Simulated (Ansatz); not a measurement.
**Relaxing a trial structure of BFGaGeH**

The starting geometry of this gas-phase singlet was optimised with GFN2-xTB.

```yaml
atoms:
  - { symbol: B, position_ang: [0.8605, 1.2646, -0.5943] }
  - { symbol: F, position_ang: [1.7463, 1.6949, -1.7549] }
  - { symbol: Ga, position_ang: [0.2057, 2.8304, -2.8345] }
  - { symbol: Ge, position_ang: [-0.0104, 2.9215, -0.1581] }
  - { symbol: H, position_ang: [1.0239, 0.1254, -0.3639] }
```

Task: Where would you expect an optimisation with r2SCAN-D4/def2-SVP to take it?

Result: A new bond forms, giving a structure with H5 bridging B1 and Ge4, given below by its coordinates. Distances that change by over a tenth: B1–F2 (1.52 → 1.32 Å), B1–H5 (1.17 → 1.39 Å). Contacts that close: Ge4–H5 (2.99 → 1.79 Å).

The energy falls by 0.80 eV over 18 steps:

| step | E − E(last) (eV) |
| --- | --- |
| 1 | 0.795 |
| 3 | 0.660 |
| 5 | 0.582 |
| 7 | 0.544 |
| 9 | 0.496 |
| 10 | 0.430 |
| 12 | 0.025 |
| 14 | 0.011 |
| 16 | 0.000 |
| 18 | 0.000 |

Final geometry (Å):

| atom | x (Å) | y (Å) | z (Å) |
| --- | --- | --- | --- |
| B | 1.3945 | 1.7314 | -0.8740 |
| F | 2.4579 | 1.2590 | -1.4943 |
| Ga | -0.2374 | 2.5613 | -2.6982 |
| Ge | -0.1383 | 2.4395 | 0.0045 |
| H | 0.3492 | 0.8457 | -0.6436 |

Frequencies at the end are all real (lowest 65 cm⁻¹). Run with Ansatz 0.2.0, 36 s on 2 threads of Intel(R) Xeon(R) Platinum 8259CL CPU @ 2.50GHz (Skylake/Cascade Lake), with other jobs on the host.
